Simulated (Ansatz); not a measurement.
Several settings on one geometry of Li₂Si₄ (the lowest singlet isomer of a short search) (that of the charge 0 singlet, B3LYP-D4/def2-SVP). Ansatz on 4 threads of Arm Neoverse N1 on a shared host; times are rough.

Cartesian coordinates in Å:
```
Li -1.406 1.223 1.223
Li 2.099 -1.275 1.098
Si 0.214 0.877 -1.867
Si -0.082 -1.481 0.024
Si 0.854 0.764 0.347
Si -1.680 -0.108 -0.825
```

Totals from different functionals, basis sets or treatments of relativity can't be compared as stabilities.

Question: Give the basis size and estimate the energy, ⟨S²⟩, dipole and time of these runs.

```csv
run,method,charge,state,further keys
1,RHF/def2-mTZVPP,0,singlet,scf: {omitted_lower_state_checks: [starts]}; forces asked
2,RKS B3LYP5/def2-TZVP,0,singlet,"fitting: {mean_field: def2-universal-jkfit}; final_grid: {core_spheres: 20, valence_spheres: 16, degree: 47}; scf: {omitted_lower_state_checks: [starts]}; forces asked"
3,RKS PBEsol/STO-3G,0,singlet,scf: {omitted_lower_state_checks: [starts]}; forces asked
```

Answer: 
```
run  functions  energy (Eh)  ⟨S²⟩  dipole (D)  wall time
  1        130   -1170.5833     –        6.81      2.1 s
  2        176   -1172.8650     –        6.41        6 s
  3         46   -1156.4832     –        1.40      1.1 s
```

The restricted singlet is unstable towards broken spin symmetry in Hartree–Fock (as tested in another run); at RHF/def2-mTZVPP, RKS B3LYP5/def2-TZVP, RKS PBEsol/STO-3G this wasn't settled.
